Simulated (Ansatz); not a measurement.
The first iterations of a band of CH₄BFN (8 atoms, charge 1, multiplicity 1).

Theory: RKS PBE-D4/def2-SVP (Ansatz).

```
movable images  : 7
climbing image  : yes
spring          : 5.0 eV/Å²
optimiser       : quadratic models (default)
start path      : IDPP
force threshold : 0.05 eV/Å
iteration limit : 60
end points      : relaxed
```

Initial state:

```xyz
8
Properties=species:S:1:pos:R:3
C 0.663 0.955 -0.418
N 0.424 -0.156 0.200
B -0.953 -0.819 0.264
F -0.984 -1.930 0.931
H 1.680 1.388 -0.431
H -0.166 1.472 -0.937
H 1.215 -0.625 0.680
H -1.880 -0.284 -0.289
```

Final state:

```xyz
8
Properties=species:S:1:pos:R:3
C 0.683 0.935 -0.403
N 0.434 -0.174 0.214
B -0.947 -0.847 0.284
F -1.889 -0.206 -0.341
H 1.703 1.362 -0.412
H -0.143 1.454 -0.925
H 1.221 -0.644 0.696
H -1.063 -1.880 0.887
```

| iteration | highest image above the first end (eV) | largest band force component (eV/Å) |
| --- | --- | --- |
| 1 | 0.297 | 0.669 |
| 2 | 0.276 | 0.590 |

Does the band converge within its limit, and where does its top end?

The run converged. It ended after 6 iterations with the highest image 0.258 eV above the first end. A vibrational analysis at the climbing image gives one clearly imaginary mode, 174i cm⁻¹: a first-order saddle point. Limits of this set-up: the dipole of an ion depends on the origin.

Time of the run: 56 s on 1 thread of Intel(R) Xeon(R) Platinum 8488C (Sapphire Rapids) (shared host), peak memory 0.15 GiB.
